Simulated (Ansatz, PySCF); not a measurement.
YBr₂, SMILES [Br][Y][Br] (connectivity only; charge and spin as stated), neutral, multiplicity 2. Atoms are numbered in the order given.

```xyz
3

Y      0.0000     0.0000     0.6742
Br     0.0000    -2.3618    -0.3972
Br     0.0000     2.3618    -0.3972
```
Charge 0, spin multiplicity 2.

Geometry optimised at B3LYP-D3(BJ)/def2-SVP. The def2 effective core potentials stand for the cores of Y; spin–orbit coupling is left out.

Two levels are set side by side: PBE-D3(BJ)/def2-SVP (Ansatz, an electronic-structure program) and B3LYP-D3(BJ)/def2-SVP (Ansatz). Each level has its own optimised geometry; the coordinates shown are those of the second. Frequencies come from the Hessian of PySCF at each geometry. Differences are taken from unrounded values.

```json
[
 {"quantity": "mean bond length (Å)", "B3LYP-D3(BJ)": "2.593", "PBE-D3(BJ)": "2.578", "PBE-D3(BJ) minus B3LYP-D3(BJ)": "-0.015"},
 {"quantity": "bond Y1–Br2 (Å)", "B3LYP-D3(BJ)": "2.593", "PBE-D3(BJ)": "2.578", "PBE-D3(BJ) minus B3LYP-D3(BJ)": "-0.015"},
 {"quantity": "bond Y1–Br3 (Å)", "B3LYP-D3(BJ)": "2.593", "PBE-D3(BJ)": "2.578", "PBE-D3(BJ) minus B3LYP-D3(BJ)": "-0.015"},
 {"quantity": "highest harmonic wavenumber (cm⁻¹)", "B3LYP-D3(BJ)": "287", "PBE-D3(BJ)": "283", "PBE-D3(BJ) minus B3LYP-D3(BJ)": "-3"},
 {"quantity": "mean harmonic wavenumber (cm⁻¹)", "B3LYP-D3(BJ)": "185", "PBE-D3(BJ)": "186", "PBE-D3(BJ) minus B3LYP-D3(BJ)": "2"},
 {"quantity": "zero-point energy (kcal/mol)", "B3LYP-D3(BJ)": "0.79", "PBE-D3(BJ)": "0.80", "PBE-D3(BJ) minus B3LYP-D3(BJ)": "0.01"}
]
```

Here PBE gives about what the other level gives.
